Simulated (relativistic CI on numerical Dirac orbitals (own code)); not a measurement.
## Hyperfine structure of Pt XXV, mass number 195

Method of calculation: Dirac-Coulomb-Breit CI, KLI orbitals optimised for each configuration, QED by a radiative potential, unscaled Slater integrals (own radial code, finite nucleus).

Configurations in the expansion (outside the closed core [Ar] 3d10 4p6 4d10): 4s²4f⁸, 4s²4f⁷5s, 4s²4f⁶5s², 4s²4f⁷6s, 4f¹⁰. Levels of other configurations are missing.

Nuclear spin I = 1/2, μ = 0.6073 μN (tables of Stone and Pyykkö). The electronic factors are computed for point nuclear moments, without core polarisation or the Bohr-Weisskopf and QED corrections.

```
      Level  E (cm⁻¹)  A (MHz)
 4s²4f⁸ ⁷F6       0.0     2261
 4s²4f⁸ ⁷F5   14553.4     1857
 4s²4f⁸ ⁷F4   15189.2     2194
 4s²4f⁸ ⁷F3   23869.8     1917
 4s²4f⁸ ⁷F2   26384.8     2002
 4s²4f⁸ ⁷F1   30478.9     1931
4s²4f⁸ ⁵L10   61770.5     3538
```

Levels with J = 0, under 50 % of one LS term, or S terms without an open s electron are left out. Small factors come from cancelling terms and can be off by tens of per cent or more.

At this charge energies of transitions that change n are usually good to better than 1 %, and those within a shell (Δn = 0) to a few per cent. Terms inside the open d or f shell come out 10 to 20 % too wide with unscaled integrals.

(1) Give the hyperfine levels of 4s²4f⁸ ⁷F6 relative to its centre of gravity.

## Answers

(1) With K = F(F + 1) − I(I + 1) − J(J + 1), E = AK/2: F = 11/2: -7915, F = 13/2: 6784 MHz.

LS names give the leading component of a level, which can be under half, so a name can repeat, a term be missing and a line seem to break the LS rules.
